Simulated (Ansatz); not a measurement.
```yaml
crystal:
  periodic: [false, false, false]
  atoms:
    - {symbol: O, position_ang: [0.311767, 1.846842, -1.156413]}
    - {symbol: Al, position_ang: [-0.179834, 0.251078, -0.913700]}
    - {symbol: Si, position_ang: [0.138840, -0.759959, 1.275844]}
    - {symbol: h, position_ang: [-1.043496, -0.798233, -2.519719]}
    - {symbol: H, position_ang: [0.228150, 2.316378, -1.985510]}
    - {symbol: H, position_ang: [-0.544848, 0.045955, 2.324205]}
    - {symbol: H, position_ang: [-0.407391, -2.142952, 1.310346]}
    - {symbol: H, position_ang: [1.588812, -0.816208, 1.609049]}
basis:
  gaussian: {orbitals: cc-pVTZ-DK}
magnetization: {spin_polarized: true, initial_magnetization: 2}
hamiltonian: {xc: {name: revPBE0}, dispersion: d4}
```

```sh
$ ansatz run in.yaml --threads 2 --pin off --events-out ev --progress --plain --max-ram 4352MiB
```

Q: How does Ansatz answer? (Best estimate.)

A: Computed: The program refused the input.
```
Error: YAML parse error: error: line 7 column 16: `h` is not an element symbol (H … Og, case-exact)
 --> <input>:7:16
5 |     - {symbol: Al, position_ang: [-0.179834, 0.251078, -0.913700]}
6 |     - {symbol: Si, position_ang: [0.138840, -0.759959, 1.275844]}
7 |     - {symbol: h, position_ang: [-1.043496, -0.798233, -2.519719]}
8 |     - {symbol: H, position_ang: [0.228150, 2.316378, -1.985510]}
9 |     - {symbol: H, position_ang: [-0.544848, 0.045955, 2.324205]}
```
